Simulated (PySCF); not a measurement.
**Electronic structure of Si⁺ (silicon, charge +1) at the UHF level**

Configuration: [Ne] 3s2 3p1, 2P determinant. Computed with PySCF 2.14 in x2c-QZVPPall, with scalar relativity by spin-free X2C-1e.

| Property | Result |
| --- | --- |
| Total energy | -289.183094 hartree |
| One-electron energy | -396.6946 hartree |
| Hartree (Coulomb) energy | 127.6531 hartree |
| Exchange energy | -20.1416 hartree |
| ⟨S²⟩ | 0.7664 |
| ⟨L²⟩ | 2.050 |
| Sum of ⟨r⟩ | 11.19 bohr |
| Sum of ⟨r²⟩ | 20.02 bohr² |
| Traceless quadrupole moment −½Σ⟨3z² − r²⟩ along its main axis | -2.92 e·bohr² |
| Langevin diamagnetic susceptibility | -15.9 ×10⁻⁶ cm³/mol |

```
shell  electrons  mean orbital energy (hartree)  spread (hartree)  rms radius, mean of both spins (bohr)
 1s α          1                      -69.34065                 0                                  0.129
 1s β          1                      -69.33396                 0                                  0.129
 2s α          1                       -6.54080                 0                                  0.612
 2s β          1                       -6.53365                 0                                  0.612
 2p α          3                       -4.61367           0.01388                                  0.599
 2p β          3                       -4.60021           0.01658                                  0.599
 3s α          1                       -0.88677                 0                                   2.24
 3s β          1                       -0.79834                 0                                   2.24
 3p α          1                       -0.59574                 0                                   2.65
```

Densities and radii are taken from the X2C orbitals without a picture-change correction, which distorts them close to the nucleus.

Spin-orbit constants ζ (cm⁻¹) from the X2C one-electron operator on these orbitals: bare nucleus, nucleus screened by l(l+1)(2l+1)/3 electrons, and screened by the Breit-Pauli mean field of the electrons.

```csv
shell,bare,screened nucleus,mean field
2p,3908,3349,3100
3p,216.1,185.2,168.3
```

To first order the Landé constant is A = 168.3 cm⁻¹, so the lowest level has J = 1/2 and lies 0.0209 eV below the centre of the term.
